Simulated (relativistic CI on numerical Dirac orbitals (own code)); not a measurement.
## Hyperfine structure of Mo12+, mass number 97

Method of calculation: Dirac-Coulomb-Breit CI, separate exchange-only KLI orbitals for each configuration, QED by a radiative potential, unscaled Slater integrals (own radial code, finite nucleus).

Configurations in the expansion (outside the closed core [Ar] 3d10): 4s², 4s4p, 4p², 4s4d, 4d², 4s4f, 4p4d, 4f², 4p4f, 4s5s, 4s5p, 4d4f, 4s5d, 4s5f, 4s6s, 4s5g. Levels of other configurations are missing.

Nuclear spin I = 5/2, μ = -0.9324 μN, Q = 0.255 b (tables of Stone and Pyykkö). The electronic factors are computed for point nuclear moments, without core polarisation or the Bohr-Weisskopf and QED corrections.

```csv
Level,E (cm⁻¹),A (MHz),B (MHz)
4s4p ³P°1,204461,-16000,-1060
4s4p ³P°2,226625,-9840,2130
4s4p ¹P°1,297012,680.8,2050
4p² ³P1,482361,356.7,1060
4p² ¹D2,483424,-3397,1840
4p² ³P2,511500,-1570,-179
4s4d ³D1,625216,7810,142
4s4d ³D2,627030,-3810,203
```

Levels with J = 0, under 50 % of one LS term, or S terms without an open s electron are left out. Small factors come from cancelling terms and can be off by tens of per cent or more.

At this charge energies of transitions that change n are usually good to better than 1 %, and those within a shell (Δn = 0) to a few per cent.

**Question.** Give the hyperfine levels of 4s4p ³P°1 relative to its centre of gravity.

**Answer.** With K = F(F + 1) − I(I + 1) − J(J + 1), E = AK/2 + B[¾K(K + 1) − I(I + 1)J(J + 1)]/[2I(2I − 1)J(2J − 1)]: F = 3/2: 55260, F = 5/2: 16850, F = 7/2: -40270 MHz.

LS names give the leading component of a level, which can be under half, so a name can repeat, a term be missing and a line seem to break the LS rules.
